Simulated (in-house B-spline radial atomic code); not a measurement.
Configurations of Sc V (Sc4+), with energies counted from [Ne] 3s2 3p5. Computed with a radial B-spline atomic code at the basis-set limit: scalar-relativistic (X2C) OLYP, spin-polarised, spherical fractional occupations, Fermi nucleus of rms radius 3.5459 fm. Shells without spins written out take the highest spin.

Occupations are held fixed; configurations that lie above the ionisation limit could autoionise.

```tsv
configuration	E - E(ref) (eV)	highest orbital	its <r> (bohr)
[Ne] 3s(0 up, 1 down) 3p6	22.32	3p up	1.091
[Ne] 3s2 3p4 4p1	54.301	4p up	2.622
[Ne] 3s2 3p4 4d1	63.265	4d up	3.08
[Ne] 3s1 3p5 4s1	70.583	4s up	2.392
[Ne] 3s(0 up, 1 down) 3p(3 up, 2 down) 4d(1 up, 0 down)	88.052	4d up	3.081
[He] 2s2 2p5 3s2 3p6	375.3	3p down	1.045
[He] 2s2 2p5 3s2 3p5 4f1	450.8	4f up	3.335
```

**Question.** Order these further configurations by energy, lowest first.
A. [Ne] 3s(1 up, 0 down) 3p(3 up, 2 down) 4p(0 up, 1 down)
B. [Ne] 3s1 3p5 4d1
C. [He] 2s2 2p5 3s2 3p5 4d1
D. [Ne] 3s(1 up, 0 down) 3p(3 up, 2 down) 4f(0 up, 1 down)
E. [Ne] 3s2 3p4 4f1

**Answer.** E (69.512 eV), A (77.229 eV), B (85.838 eV), D (92.293 eV), C (443.74 eV).

**Question.** How far above the reference does [Ne] 3s1 3p5 4f1 lie?

**Answer.** 92.129 eV; its least bound orbital is 4f up with <r> = 3.324 bohr.

**Question.** How far above the reference does [He] 2s2 2p5 3s2 3p5 4p1 lie?

**Answer.** 434.65 eV; its least bound orbital is 4p up with <r> = 2.559 bohr.
